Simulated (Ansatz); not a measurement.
An input meant for Cu2Se⁺ (charge 1, doublet; scaled by 0.92).

```yaml
crystal:
  periodic: [false, false, false]
  atoms:
    - {symbol: Cu, position_ang: [-1.585757, -0.782593, -1.838803]}
    - {symbol: Cu, position_ang: [1.926820, -1.142027, 1.221239]}
    - {symbol: Se, position_ang: [-0.341045, 1.924620, 0.617547]}
basis:
  gaussian: {orbitals: def2-SVPD, nuclear_model: gaussian}
total_charge: 1
magnetization: {spin_polarized: true, initial_magnetization: 1}
hamiltonian: {xc: {name: wB97X}}
output: {forces: true}
```

```sh
$ ansatz run in.yaml --threads 4 --pin off --events-out ev --progress --plain --max-ram 3916MiB
```

It prints (some lines left out):

```
Functional definition: wB97X
1119 factors; integrals over basis functions are off by at most 8.1e-4 eV
227 factors; integrals over basis functions are off by at most 1.4e-4 eV
mean field evaluation 1: about -154562.6462 eV, gradient 9.0e1 eV
mean field evaluation 2: about -151962.9073 eV, gradient 3.9e2 eV
mean field evaluation 4: about -154601.7542 eV, gradient 1.5e1 eV
mean field evaluation 8: about -154602.3382 eV, gradient 3.8e-1 eV
mean field evaluation 16: about -154602.3898 eV, gradient 8.0e-2 eV
mean field evaluation 32: about -154602.3909 eV, gradient 8.5e-5 eV
mean field evaluation 64: about -154601.9267 eV, gradient 3.0e0 eV
mean field -154602.39087864 eV, -5681.5330715256 hartree, gradient 1.7e-5 eV, S^2 1.071508; 5 other end points of the search recorded, 0 dependent functions left out
reference -154602.39082307 eV, -5681.5330694834 hartree; 46, 45 occupied and 63, 64 virtual orbitals, 1119 factors
Total energy: -154602.39082307 eV, -5681.5330694834 hartree
Atom 0 at    -1.585757    -0.782593    -1.838803 Å, force     0.304751     0.741729     0.639596 eV/Å
Atom 1 at     1.926820    -1.142027     1.221239 Å, force    -0.583736     0.832646    -0.134426 eV/Å
Atom 2 at    -0.341045     1.924620     0.617547 Å, force     0.278985    -1.574375    -0.505170 eV/Å
Dipole moment:     0.314594    -1.775318    -0.569646 e Å
```

Something in this input is off. What?

The coordinates are in bohr but typed as ångström. The run converged. The result belongs to that input, not to the species as meant. The charge 1 doublet is spin-contaminated (final ⟨S²⟩ up to 1.07, 0.75 for a pure state).
